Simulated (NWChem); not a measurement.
System: AlBr2F; SMILES [Al]([F])([Br])[Br]

Program: NWChem. Structure relaxed at the PBE0/def2-SVP level.

For level PBE0/def2-SVPD:

```
Item              Value
----------------  -----
orbital gap (eV)   7.25
dipole (D)         0.84
```

**Question.** How do the values read with level PBE0/def2-SVP instead?

**Answer.** 
- orbital gap (eV): 7.46
- dipole (D): 0.67
